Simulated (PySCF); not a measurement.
## Static response to an electric field

Species: C₆H₈OSSi.
Cartesian coordinates in Å at the PBE0-D3(BJ)/def2-SVP level; atoms count from 1:
```xyz
17
C6H8OSSi angstrom
Si     3.272    0.358    0.071
O      1.874    0.503    0.987
C      0.606    0.172    0.651
C     -0.406    0.424    1.582
C     -1.726    0.103    1.293
C     -2.070   -0.477    0.065
S     -3.726   -0.914   -0.375
C     -1.055   -0.727   -0.865
C      0.268   -0.406   -0.577
H      3.159    1.154   -1.188
H      3.528   -1.071   -0.278
H      4.357    0.890    0.934
H     -0.135    0.876    2.537
H     -2.499    0.310    2.037
H     -4.303   -0.512    0.775
H     -1.298   -1.179   -1.830
H      1.041   -0.613   -1.322
```

Level: wB97X-D/def2-SVPD (PySCF), static field, nuclei fixed, core orbitals frozen in the response. The polarisability tensor in these axes (au):

```
x   172.87  14.97   2.26
y    14.97  88.29  12.74
z     2.26  12.74 109.28
```

Problem. Diagonalise the tensor; give its mean and Δα, where Δα² is half the sum of the squared differences of the eigenvalues.

Solution. Principal values 80.53, 114.17 and 175.73 au; mean 123.48 au = 18.30 Å³ = 20.36 × 10⁻⁴⁰ C²·m²/J; Δα = 83.62 au (68 % of the mean).

Problem. What is the dipole moment, and where does it point?

Solution. (0.98, 0.29, 0.28) D, 1.06 D in size, pointing from the negative to the positive side. Measured along this direction, the outermost atoms are H15 at the negative end and H12 at the positive end.

Problem. In TDDFT the mean static polarisability is Σ f/ω² over all singlet excitations (ω in hartree). How much of it do the 10 lowest give? Their energies (eV) and oscillator strengths: 4.71, 0.0256; 5.11, 0.0010; 5.39, 0.3381; 6.04, 0.0182; 6.22, 0.0063; 6.65, 0.1155; 6.65, 0.0071; 6.69, 0.5507; 6.97, 0.0001; 7.15, 0.0019.

Solution. They add up to 21.19 au, 17.2 % of the 123.48 au; the largest single term is 9.12 au, from the state at 6.69 eV. Terms in order: 0.86, 0.03, 8.62, 0.37, 0.12, 1.94, 0.12, 9.12, 0.00, 0.03 au. Higher excitations give the rest. The strengths listed sum to 1.065.

Problem. Rayleigh depolarisation ratio (linearly polarised light, static tensor)?

Solution. ρ = 3Δα²/(45ᾱ² + 4Δα²) = 20978.1/(686119 + 27970.8) = 0.0294.

Problem. Find the Langevin capture rate constant for NH4+ (18.034 u) meeting this molecule (156.007 u), k = 2.342 × 10⁻⁹ cm³/s × √(α in Å³ / reduced mass in u).

Solution. The reduced mass is 16.17 u, so k = 2.49 × 10⁻⁹ cm³/s. The formula leaves out the permanent dipole, which adds to the capture rate.

One conformer (not necessarily the lowest) at the PBE0-D3(BJ)/def2-SVP geometry, without solvent, vibrations or thermal averaging.
